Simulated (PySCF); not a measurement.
4-acetylbenzoic acid, C9H8O3.
Bonds: C1–C2, C2–O3 (double), C2–C4, C4–C5 (aromatic), C5–C6 (aromatic), C6–C7 (aromatic), C7–C8, C8–O9 (double), C8–O10, C7–C11 (aromatic), C11–C12 (aromatic), C4–C12 (aromatic). Hydrogens: H13, H14, H15 on C1; H16 on C5; H17 on C6; H18 on O10; H19 on C11; H20 on C12.

Method: PySCF, PBE0-D3(BJ)/def2-SVP geometry optimisation, gas phase.

(1) What internal coordinates does the optimisation give?

## Answers

(1) 
| bond | length (bohr) |
| --- | --- |
| C1–C2 | 2.848 |
| C2=O3 | 2.288 |
| C2–C4 | 2.837 |
| C4–C5, C4–C12 | 2.647 |
| C5–C6, C11–C12 | 2.624 |
| C6–C7, C7–C11 | 2.644 |
| C7–C8 | 2.811 |
| C8=O9 | 2.277 |
| C8–O10 | 2.530 |
| C1–H13, C1–H14, C1–H15 | 2.078 |
| C5–H16, C12–H20 | 2.063 |
| C6–H17, C11–H19 | 2.062 |
| O10–H18 | 1.831 |

Bonds in one row agree within 0.02 bohr and their mean is given. A selection of angles:
| angle | degrees |
| --- | --- |
| C1–C2–O3 | 121.3 |
| C1–C2–C4 | 118.5 |
| O3–C2–C4 | 120.2 |
| C2–C4–C5 | 117.7 |
| C2–C4–C12 | 122.8 |
| C5–C4–C12 | 119.4 |
| C4–C5–C6 | 120.5 |
| C5–C6–C7 | 119.7 |
| C6–C7–C8 | 122.2 |
| C6–C7–C11 | 120.1 |
| C8–C7–C11 | 117.7 |
| C7–C8–O9 | 124.3 |
| C7–C8–O10 | 113.0 |
| O9–C8–O10 | 122.7 |
| C4–C12–C11 | 120.3 |
| H18–O10–C8 | 106.4 |

Dihedral angles: C1–C2–C4–C5 180° (antiperiplanar); C6–C7–C8–O9 179° (antiperiplanar); H18–O10–C8–C7 180° (antiperiplanar).

The 6-membered ring C4–C5–C6–C7–C11–C12 has internal angles of 119.4° to 120.5° (sum 720°, against 720° for a flat polygon); it is planar, 0.00 Å rms from its mean plane, widest ring torsion 0°. The 3 C–O bonds span 1.205 Å (C8=O9, drawn double) to 1.339 Å (C8–O10, drawn single), a spread of 0.134 Å. The C–C distances run from 1.388 Å (C5–C6, aromatic) to 1.507 Å (C1–C2, drawn single), a spread of 0.119 Å. O10 (acid hydroxyl oxygen) is bent (angle 106.4°). The 12 heavy atoms lie in one plane (0.009 Å rms). Of the pairs four or more bonds apart, O3···H16 is among the closest relative to their van der Waals radii: 2.41 Å, 89 % of the sum of Bondi's values.

Point group: Cs (tolerance 0.08 Å). Stationary, but not proved a minimum. One conformer, not necessarily the lowest (C1–C2–C4–C5 180°, C6–C7–C8–O9 179°, C7–C8–O10–H 180°).

Hardware: Intel Xeon 6975P-C, one thread, no GPU, shared host with 192 logical CPUs at a one-minute load of 105. Cost: 2.6 min of wall time, 0.89 GiB resident at most. This is the geometry optimisation.
